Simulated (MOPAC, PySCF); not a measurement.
H$_{3}$Al, SMILES `[AlH3]`, neutral singlet in the gas phase. 

Cartesian coordinates (Å):
SMILES: [AlH3]
```xyz
4

Al     0.0000     0.0000    -0.0002
H      1.5831    -0.0922    -0.0005
H     -0.8714    -1.3249     0.0003
H     -0.7117     1.4171     0.0004
```
Charge 0, spin multiplicity 1.

All levels are single points at this geometry (PBE0-D3(BJ)/def2-TZVP); Pople sets use spherical d functions. Orbital energies aren't observables, and empty levels follow the basis.

```json
[
 {"level": "PBE-D3(BJ)/def2-TZVP in PySCF", "HOMO (eV)": "-7.30", "LUMO (eV)": "-2.53", "gap (eV)": "4.77", "dipole (D)": "0.00", "vertical IE, Delta-SCF (eV)": "–"},
 {"level": "ωB97X-D3(BJ)/def2-TZVP in PySCF", "HOMO (eV)": "-11.14", "LUMO (eV)": "0.10", "gap (eV)": "11.24", "dipole (D)": "0.00", "vertical IE, Delta-SCF (eV)": "11.50"},
 {"level": "B3LYP/3-21G in PySCF", "HOMO (eV)": "-8.39", "LUMO (eV)": "-2.03", "gap (eV)": "6.36", "dipole (D)": "0.00", "vertical IE, Delta-SCF (eV)": "–"},
 {"level": "B3LYP/6-31G* in PySCF", "HOMO (eV)": "-8.36", "LUMO (eV)": "-1.93", "gap (eV)": "6.43", "dipole (D)": "0.00", "vertical IE, Delta-SCF (eV)": "11.22"},
 {"level": "B3LYP/LANL2DZ in PySCF", "HOMO (eV)": "-8.42", "LUMO (eV)": "-2.00", "gap (eV)": "6.42", "dipole (D)": "0.00", "vertical IE, Delta-SCF (eV)": "–"},
 {"level": "M06-2X/6-31G* in PySCF", "HOMO (eV)": "-9.68", "LUMO (eV)": "-1.19", "gap (eV)": "8.49", "dipole (D)": "0.00", "vertical IE, Delta-SCF (eV)": "–"},
 {"level": "PBE/6-31G* in PySCF", "HOMO (eV)": "-7.28", "LUMO (eV)": "-2.49", "gap (eV)": "4.79", "dipole (D)": "0.00", "vertical IE, Delta-SCF (eV)": "–"},
 {"level": "SVWN5/6-31G* in PySCF", "HOMO (eV)": "-7.28", "LUMO (eV)": "-2.71", "gap (eV)": "4.57", "dipole (D)": "0.00", "vertical IE, Delta-SCF (eV)": "–"},
 {"level": "HF/3-21G in PySCF", "HOMO (eV)": "-11.63", "LUMO (eV)": "0.85", "gap (eV)": "12.48", "dipole (D)": "0.00", "vertical IE, Delta-SCF (eV)": "–"},
 {"level": "HF/STO-3G in PySCF", "HOMO (eV)": "-9.15", "LUMO (eV)": "8.83", "gap (eV)": "17.98", "dipole (D)": "0.00", "vertical IE, Delta-SCF (eV)": "–"},
 {"level": "AM1 in MOPAC", "HOMO (eV)": "-11.03", "LUMO (eV)": "-1.23", "gap (eV)": "9.80", "dipole (D)": "0.00", "vertical IE, Delta-SCF (eV)": "–"},
 {"level": "PM6 in MOPAC", "HOMO (eV)": "-11.64", "LUMO (eV)": "0.57", "gap (eV)": "12.21", "dipole (D)": "0.00", "vertical IE, Delta-SCF (eV)": "–"},
 {"level": "PM7 in MOPAC", "HOMO (eV)": "-12.11", "LUMO (eV)": "-2.21", "gap (eV)": "9.90", "dipole (D)": "0.00", "vertical IE, Delta-SCF (eV)": "–"}
]
```
